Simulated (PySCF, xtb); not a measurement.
Si(H)(Cl)(Me)(NH2) (CH6ClNSi), SMILES C[SiH](N)Cl.

GFN2-xTB (xtb) at its own geometry gives an orbital gap of 6.37 eV and a dipole moment of 3.11 D.

Coordinates come from a B3LYP-D3(BJ)/def2-SVP optimisation. One conformer was computed; it need not be the lowest.

**Question.** What does PBE/def2-TZVP in PySCF give? (Estimate from the structure and the level; the computed values follow.)

**Answer.** gap 6.27 eV (levels -6.39 and -0.12 eV), dipole 1.98 D.
